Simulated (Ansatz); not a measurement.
Consider the formal exchange of groups at a B–N bond: `CN[BH][SnH3]` + `CC` → `CC[BH][SnH3]` + CH₃NH₂.

Isolated molecules relaxed with PBE0-D4/def2-TZVP in Ansatz; ΔE leaves out vibrations. CBS: MP2 limit from def2 TZ/QZ plus the TZ coupled-cluster correction, frozen cores. This one scheme is used for every species. Elements past krypton have def2 core potentials. For Sn outer-core shells are correlated without core-valence functions, which leaves a few kJ/mol of doubt a bond. One conformer a species, not always the lowest.

```tsv
species	HF/CBS(def2) energy (Eh)
`CN[BH][SnH3]`	-335.06704
`CC`	-79.26645
`CC[BH][SnH3]`	-319.01038
CH₃NH₂	-95.26299
```

Task: Work out ΔE.

Result: ΔE = (-319.01038) + (-95.26299) − (-335.06704) − (-79.26645) = 0.06012 Eh = +157.8 kJ/mol. CCSD(T)/CBS gives +164.0 kJ/mol.

Largest T1 diagnostic among the species: 0.014.

In def2-TZVPP, CCSD(T) changes the Hartree–Fock value by +7.9 kJ/mol (the triples alone add +2.4 kJ/mol) and MP2 by +10.3 kJ/mol.
